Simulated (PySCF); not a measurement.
# How methods differ on the excitation energy of V²⁺

V²⁺ [Ar] 3d3 (4F) → V²⁺ [Ar] 3d2 4p1 (high-spin determinant), as a difference of total energies. Calculation: PySCF 2.14, in aug-cc-pVDZ (7s6p4d2f, 59 functions); the non-relativistic Hamiltonian (point nucleus). Correlated levels: valence: [Ar] frozen. The calculations carry no spin-orbit coupling.

```
           method  excitation energy (eV)
              UHF                  10.716
    MP2 (valence)                  10.920
SCS-MP2 (valence)                  10.784
   CCSD (valence)                  10.929
CCSD(T) (valence)                  10.925
```

Task: How much does correlation contribute at CCSD(T) (valence)?

Result: 10.925 − (10.716) = 0.209 eV, measured against UHF.

The coupled-cluster amplitudes are large for the upper state (T1 above 0.03 or a double amplitude above 0.15), so a single reference is strained.

The determinant of the upper state mixes LS terms, which raises its energy above the lowest term, most at the Hartree-Fock and MP2 levels.
